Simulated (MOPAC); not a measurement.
Job for MOPAC: PM3 on HLiO (SMILES [Li][OH]), a point of a bond scan (R = 1.142 Å).

```
PM3 1SCF PRECISE CHARGE=0 THREADS=1
HLiO

Li    -0.00000000 1    -0.00000000 1    -1.25872662 1
O      0.00000000 1     0.00000000 1     0.31386950 1
H      0.00000000 1     0.00000000 1     1.45549471 1
```

The log:

```
*******************************************************************************
 **                                                                           **
 **                              MOPAC v23.2.5                                **
 **                                                                           **
 *******************************************************************************
 ** MOPAC's Digital Object Identifier: https://doi.org/10.5281/zenodo.6511958 **
 **                                                                           **
 ** Please cite the open-source release paper for use of this MOPAC version:  **
 ** J. E. Moussa and J. J. P. Stewart (2026)                                  **
 ** MOPAC: An open-source semiempirical molecular orbital program             **
 ** J. Open Source Softw., 11(119), 8025, https://doi.org/10.21105/joss.08025 **
 *******************************************************************************

                              PM3 CALCULATION RESULTS

 *******************************************************************************
 *  PM3        - The PM3 Hamiltonian to be used
 *
 *
 *
 *                 CHARGE ON SYSTEM = 0
 *
 *
 *
 *  PRECISE    - TIGHTER CRITERIA TO BE USED
 *  1SCF       - DO 1 SCF AND THEN STOP
 *  THREADS=1  - MULTI-THREADING NOT USED
 *  T=         - A TIME OF 172800.0 SECONDS REQUESTED
 *  DUMP=N     - RESTART FILE WRITTEN EVERY 7200.0 SECONDS REQUESTED
 *******************************************************************************
PM3 1SCF PRECISE CHARGE=0 THREADS=1
 HLiO

   ATOM   CHEMICAL          X               Y               Z
  NUMBER   SYMBOL      (ANGSTROMS)     (ANGSTROMS)     (ANGSTROMS)

     1      Li         -0.00000000  *  -0.00000000  *  -1.25872662  *
     2       O          0.00000000  *   0.00000000  *   0.31386950  *
     3       H          0.00000000  *   0.00000000  *   1.45549471  *



          CARTESIAN COORDINATES

    NO.       ATOM           X           Y           Z

     1        Li         -0.0000     -0.0000     -1.2587
     2         O          0.0000      0.0000      0.3139
     3         H          0.0000      0.0000      1.4555

  H: (PM3): J. J. P. STEWART, J. COMP. CHEM. 10, 209 (1989).
 Li: (PM3): E. ANDERS, R. KOCH, P. FREUNSCHT, J. COMP. CHEM 14 1301-1312  1993
  O: (PM3): J. J. P. STEWART, J. COMP. CHEM. 10, 209 (1989).

           Empirical Formula: H O Li  =     3 atoms



      MOLECULAR POINT GROUP   :   C*v


      RHF CALCULATION, NO. OF DOUBLY OCCUPIED LEVELS = 4


 -------------------------------------------------------------------------------
 PM3 1SCF PRECISE CHARGE=0 THREADS=1
 HLiO



     1SCF WAS SPECIFIED, SO BFGS WAS NOT USED
     SCF FIELD WAS ACHIEVED


                              PM3 CALCULATION
                                                       MOPAC v23.2.5 Linux




          FINAL HEAT OF FORMATION =        -29.34980 KCAL/MOL =    -122.79956 KJ/MOL


          COSMO AREA              =         71.04 SQUARE ANGSTROMS
          COSMO VOLUME            =         52.63 CUBIC ANGSTROMS

          IONIZATION POTENTIAL    =          9.938182 EV
          HOMO LUMO ENERGIES (EV) =         -9.938 -0.931
          NO. OF FILLED LEVELS    =          4
          MOLECULAR WEIGHT        =         23.9473         POINT GROUP:  C*v

          MOLECULAR DIMENSIONS (Angstroms)

            Atom       Atom       Distance
            H     3   Li     1     2.71422
            H     3   Li     1     0.00000
           Li     1    O     2     0.00000


          SCF CALCULATIONS        =          1





   ATOM   CHEMICAL          X               Y               Z
  NUMBER   SYMBOL      (ANGSTROMS)     (ANGSTROMS)     (ANGSTROMS)

     1      Li         -0.00000000  *  -0.00000000  *  -1.25872662  *
     2       O          0.00000000  *   0.00000000  *   0.31386950  *
     3       H          0.00000000  *   0.00000000  *   1.45549471  *

                             CARTESIAN COORDINATES

   1   Li       -0.000000000    -0.000000000    -1.258726620
   2    O        0.000000000     0.000000000     0.313869500
   3    H        0.000000000     0.000000000     1.455494710


           Empirical Formula: H O Li  =     3 atoms



      MOLECULAR POINT GROUP   :   C*v


                  EIGENVALUES
 -32.06681 -13.45733  -9.93818  -9.93818  -0.93091   1.82343   1.82343   3.06674
   5.65291


              NET ATOMIC CHARGES AND DIPOLE CONTRIBUTIONS

  ATOM NO.   TYPE          CHARGE      No. of ELECS.   s-Pop       p-Pop
    1         Li           0.425804        0.5742     0.06495     0.50925
    2          O          -0.588250        6.5883     1.75570     4.83255
    3          H           0.162446        0.8376     0.83755
 DIPOLE           X         Y         Z       TOTAL
 POINT-CHG.     0.000     0.000    -2.326     2.326
 HYBRID         0.000     0.000    -0.690     0.690
 SUM            0.000     0.000    -3.016     3.016


          ATOMIC ORBITAL ELECTRON POPULATIONS

     Atom    s        px        py        pz
    1 Li   0.06495   0.17943   0.17943   0.15039
    2  O   1.75570   1.82057   1.82057   1.19141
    3  H   0.83755

 **********************
 *                    *
 * JOB ENDED NORMALLY *
 *                    *
 **********************




 == MOPAC DONE ==
```

The run finished.

Cost: about 0.03 core-seconds (a rough figure).
